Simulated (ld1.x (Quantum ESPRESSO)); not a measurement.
## Ti: excitation energies, all-electron against TM

ld1.x (Quantum ESPRESSO) 7.5 input, shortened:

```
&input
   title='Ti', zed=22., rel=1, dft='PZ', iswitch=3,
   config='[Ar] 3d2.5 4s1.5 4p0 4f-2'
 /
 &inputp
   pseudotype=2, tm=.true., lloc=1,
   nlcc=.false.
 /
4
3S  1  0   2.00   0.00  1.50  1.50  0.0
3D  3  2   2.50   0.00  2.15  2.15  0.0
4F  4  3  -2.00  -0.05  1.85  1.85  0.0
3P  2  1   6.00   0.00  1.65  1.65  0.0
 &test
   configts(1)='3s2 3p6 3d2.5 4s1.5 4p0'
 /
```

Occupied shells without a wave of their own: 4s. They enter only through the test configuration that unscreens the potential.

Energies are relative to the spin-unpolarised reference configuration 3s2 3p6 3d2.5 4s1.5 4p0; without spin polarisation the order of configurations can differ from experiment. Spin-polarised rows fill each open shell by Hund’s rule, majority spin first. The frozen-core shift is the all-electron ΔE with the core orbitals held at their reference shape minus the fully relaxed ΔE.

Q: Give the all-electron excitation energy and the error of the potential for: 3s2 3p6 3d2 4s2 4p0; 3s2 3p6 3d2 4s1 4p0; 3s2 3p6 3d2 4s0 4p0; 3s2 3p6 3d1 4s0 4p0; 3s2 3p6 3d3 4s0 4p0; 3s2 3p6 3d1 4s2 4p1; 3s2 3p6 3d1 4s2 4p0; 3s2 3p6 3d2.5 4s1.5 4p0 (spin-polarised); 3s2 3p6 3d2 4s2 4p0 (spin-polarised).

A:

```csv
valence configuration,charge,ΔE all-electron (eV),error AE − PS (meV),frozen-core shift (meV)
3s2 3p6 3d2 4s2 4p0,0,-0.324,+120,-0.9
3s2 3p6 3d2 4s1 4p0,+1,7.212,-140,-0.5
3s2 3p6 3d2 4s0 4p0,+2,21.012,-581,+0.1
3s2 3p6 3d1 4s0 4p0,+3,48.202,-748,-2.1
3s2 3p6 3d3 4s0 4p0,+1,7.235,-320,+1.8
3s2 3p6 3d1 4s2 4p1,0,4.491,+380,-2.6
3s2 3p6 3d1 4s2 4p0,+1,9.656,+388,-2.6
3s2 3p6 3d2.5 4s1.5 4p0 (spin-polarised),0,-1.143,+90,+1.4
3s2 3p6 3d2 4s2 4p0 (spin-polarised),0,-0.994,+179,+0.1
```

Levels in the configuration 3s2 3p6 3d1 4s0 4p0:

```tsv
level	all-electron (eV)	pseudo (eV)
3s	-94.741	-94.923
3p	-70.917	-71.098
3d	-34.933	-34.899
```

The 4s level has no wave, so the channel is fitted at the deeper level alone: the likely source of the large errors. A variational frozen-core shift is positive and of second order in the change. This column holds negative values, so the frozen-core run of ld1.x carries numerical noise or an error of first order here, and the column gives no more than the rough size of the effect.
